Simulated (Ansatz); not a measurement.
ClGaH$_{4}$Si (`[SiH3][GaH][Cl]`), relaxed with RKS PBE0-D4/def2-TZVP in the Gaussian-basis code of Ansatz from a GFN2-xTB geometry. The force threshold is 0.005 eV/Å; the program also tests the step.

Total charge 0; spin multiplicity 1.

Start:

```xyz
7

Si   -0.227    0.822    0.726
Ga    0.395   -0.952   -0.787
Cl   -0.896   -1.880   -2.160
H    -0.602    0.299    2.053
H    -1.398    1.528    0.170
H     0.853    1.805    0.915
H     1.875   -1.622   -0.917
```

(1) By how much does the energy fall, and how many steps does the optimiser take? (Estimate.)

(2) Which bonds change most? (Best estimate.)

(3) Give the relaxed structure. (Best estimate.)

Results:

(1) Computed: 9.82 kJ/mol, in 21 steps.

(2) The calculation gave: Ga2–H7 from 1.630 to 1.564 Å; Ga2–Cl3 from 2.101 to 2.161 Å; Si1–H6 from 1.472 to 1.487 Å; Si1–H4 from 1.474 to 1.487 Å.

(3) Ansatz gave: 
```xyz
7

Si   -0.226    0.820    0.690
Ga    0.538   -0.911   -0.793
Cl   -1.058   -2.108   -1.622
H    -0.967    0.201    1.821
H    -1.148    1.724   -0.049
H     0.902    1.622    1.234
H     1.958   -1.348   -1.281
```
